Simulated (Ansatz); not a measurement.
CH₆OSSi (`OC([SiH3])S`). Total charge 0; spin multiplicity 1.

Z-matrix (Å, degrees):
```
C
Si 1 1.905
S 1 1.793 2 107.2
O 1 1.419 2 112.3 3 120.8
H 1 1.097 2 109.0 3 -116.0
H 2 1.485 1 110.6 3 75.2
H 2 1.484 1 110.0 3 -47.3
H 2 1.490 1 106.7 3 -165.9
H 3 1.345 1 97.6 2 -162.5
H 4 0.963 1 108.2 2 56.1
```

(1) Give the diagnostics of a CCSD(T)/def2-TZVPP run (frozen core, Ansatz). (An estimate is asked.)

Answers

(1) The calculation gave: T1 = 0.0119, largest single amplitude 0.010, largest double 0.026, (T) share of the correlation energy 3.9 %, 9 CCSD cycles. The RHF solution is stable towards an unrestricted one. T1 lies under the customary mark of 0.02 for closed shells.
